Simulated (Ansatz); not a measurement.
Ansatz (a program for electronic structure) input:

Ansatz 0.2 input:
```yaml
crystal:
  periodic: [false, false, false]
  atoms:
    - {symbol: Pb, position_ang: [0.01976643, 0.00354458, 0.76272847]}
    - {symbol: I, position_ang: [1.25187122, -2.23066668, -0.61252058]}
    - {symbol: I, position_ang: [-1.28245325, 2.22518261, -0.56754988]}
basis:
  gaussian:
    orbitals: def2-TZVPD
hamiltonian:
  xc: {name: B2GP-PLYP}
magnetization: {spin_polarized: true, initial_magnetization: 2}
correlation: {electrons: outside_noble_gas}
```

**Question.** What final total energy does it print?

**Answer.** -787.20457 Eh (B2GP-PLYP/def2-TZVPD). The basis has 174 functions.

This is an excited triplet: at this geometry the singlet lies 2.32 eV lower at RI-MP2/CBS(def2-TZVPPD,def2-QZVPPD)+[CCSD(T)-MP2]/def2-TZVPPD.
